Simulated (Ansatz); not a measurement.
`C=C=[CH][ZnH]` + `C[SiH2]N` → `C[SiH2][NH][ZnH]` + `C=C=C` at 600 K and 1 bar (ligand exchange at a Zn–C bond).

Calculated with Ansatz (gas phase, PBE0-D4/def2-TZVP geometries, no zero-point term in ΔE). CBS: MP2 limit from def2 TZ/QZ plus the TZ coupled-cluster correction, frozen cores. This one scheme is used for every species. For Zn outer-core shells are correlated without core-valence functions, which leaves a few kJ/mol of doubt a bond. Scalar relativity is left out up to krypton. Each species was taken in one conformer, which may not be the lowest.

```json
{"species": "`C=C=[CH][ZnH]`", "CCSD(T)/CBS energy (Eh)": "-1894.86314", "H − E (kJ/mol)": "184.1", "S (J/(mol·K))": "383.0"}
{"species": "`C[SiH2]N`", "CCSD(T)/CBS energy (Eh)": "-386.08232", "H − E (kJ/mol)": "261.1", "S (J/(mol·K))": "384.5"}
{"species": "`C[SiH2][NH][ZnH]`", "CCSD(T)/CBS energy (Eh)": "-2164.46335", "H − E (kJ/mol)": "263.6", "S (J/(mol·K))": "454.8"}
{"species": "`C=C=C`", "CCSD(T)/CBS energy (Eh)": "-116.49399", "H − E (kJ/mol)": "180.1", "S (J/(mol·K))": "293.9"}
```

H − E and S are ideal-gas, rigid-rotor, harmonic terms from PBE0-D4/def2-TZVP, for one conformer and one mirror image of each species. 1 Eh = 2625.50 kJ/mol, R = 8.31446 J/(mol·K).

Task: By hand: ΔE, ΔH, ΔS and ΔG.

Result: ΔE = (-2164.46335) + (-116.49399) − (-1894.86314) − (-386.08232) = -0.01188 Eh = -31.2 kJ/mol. Δ(H − E) = 263.6 + 180.1 − 184.1 − 261.1 = -1.5, so ΔH = -32.7 kJ/mol. ΔS = 454.8 + 293.9 − 383.0 − 384.5 = -18.8 J/(mol·K). ΔG = -32.7 − 600 × (-18.8)/1000 = -21.4 kJ/mol.

Task: By hand: the equilibrium constant, and the temperature at which ΔG would vanish if ΔH and ΔS stayed fixed.

Result: log₁₀ K = −ΔG/(RT ln 10) = 1.9. ΔG = 0 at ΔH/ΔS = 1739 K, though so small a ΔS makes that figure unsure.

TΔS isn't small against ΔH here. A doubt of 5 kJ/mol in ΔE shifts log₁₀ K by 0.4 here. Other conformers and mirror images would add mixing entropy, several J/(mol·K) or more a flexible species. Modes under 60 cm⁻¹, often nearly free rotors, make the harmonic entropy too high. These are equilibria of isolated gas molecules and say nothing of rates. Largest T1 diagnostic: 0.015 (customary marks: 0.02 for closed shells, 0.045 for open ones).
